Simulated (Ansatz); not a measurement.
A nudged elastic band was laid between two geometries of Cl3HSi + H4OSi (11 atoms, charge 0, multiplicity 1).

These are results of RKS PBE0-D4/6-31G* (Ansatz), not measurements.

```
movable images  : 7
climbing image  : yes
spring          : 5.0 eV/Å²
optimiser       : quadratic models (default)
start path      : through a guess of the saddle point
force threshold : 0.03 eV/Å
iteration limit : 60
end points      : relaxed
```

Initial state:

```xyz
11
Properties=species:S:1:pos:R:3
Si 0.525 0.176 -0.227
H 0.471 0.087 1.238
Cl 2.472 0.578 -0.736
Cl -0.638 1.688 -0.947
Cl 0.019 -1.598 -1.112
O -2.131 -0.422 1.070
Si -3.459 -0.948 0.196
H -3.490 -2.434 0.076
H -4.729 -0.512 0.846
H -3.334 -0.330 -1.143
H -2.098 -0.717 1.988
```

Final state:

```xyz
11
Properties=species:S:1:pos:R:3
Si -0.213 -0.269 -0.769
H -0.734 1.194 2.857
Cl 1.430 -0.848 0.277
Cl -0.203 1.758 -0.972
Cl -0.168 -1.114 -2.626
O -1.530 -0.737 0.029
Si -3.141 -1.173 -0.003
H -3.243 -2.620 -0.315
H -3.695 -0.892 1.343
H -3.853 -0.376 -1.035
H -1.042 0.645 2.460
```

**Question.** Which bonds break or form, and what moves?

**Answer.** Bonds broken: Si1–H2, O6–H11. Bonds formed: Si1–O6, H2–H11. Cl3HSi + H4OSi becomes Cl3H3OSi2 + H2.

**Question.** Give the energies along the band, and the barrier.

**Answer.** The forces met the threshold. The highest image is number 3 of 0 to 8, 1.46 eV above the first end and 2.41 eV above the last; the last end lies 0.95 eV below the first. A structure lower than the first end lies on the path between it and the top, so the climb from that side starts below the end, which may itself be a saddle point or a shallow side well. Neighbouring images differ by up to 1.8 eV, so the band resolves the path poorly. A vibrational analysis at the climbing image gives one clearly imaginary mode, 1453i cm⁻¹: a first-order saddle point. The orbitals stay closed-shell, which can raise the energy where a bond breaks towards radicals; this wasn't checked here.

```tsv
image	path coordinate (Å)	energy (eV)	Si1–H2 (Å)	O6–H11 (Å)	Si1–O6 (Å)
0	0.00	0.00	1.47	0.96	3.02
1	1.63	-0.02	1.47	0.96	2.99
2	3.26	0.33	1.47	0.96	2.48
3	4.89	1.46	1.68	1.17	1.79
4	5.76	-0.34	2.40	1.86	1.63
5	6.63	-0.90	3.20	2.45	1.61
6	7.51	-0.95	3.86	2.84	1.61
7	8.38	-0.95	4.18	2.83	1.61
8	9.25	-0.95	3.94	2.84	1.61
```

**Question.** What is the geometry of the highest image?

**Answer.** 
```xyz
11
Properties=species:S:1:pos:R:3:forces:R:3
Si -0.173 0.082 -0.130 0.00 0.00 0.00
H -0.264 0.788 1.393 0.00 0.00 0.00
Cl 1.599 -0.804 0.433 0.00 0.00 0.00
Cl -0.070 1.966 -0.957 0.00 0.00 0.00
Cl -0.573 -1.036 -1.877 0.00 0.00 0.00
O -1.713 -0.440 0.608 -0.01 0.01 -0.01
Si -3.205 -1.182 0.154 0.00 0.00 0.00
H -2.948 -2.600 -0.170 0.00 0.00 0.00
H -4.035 -1.043 1.373 0.00 0.00 0.00
H -3.780 -0.430 -0.981 0.00 -0.01 0.00
H -1.230 0.266 1.401 0.01 0.00 0.01
```

The band took 39 iterations and about 50 core-minutes.

Time of the run: 13 min on 4 threads of Arm Neoverse V1 (shared host), peak memory 0.35 GiB.
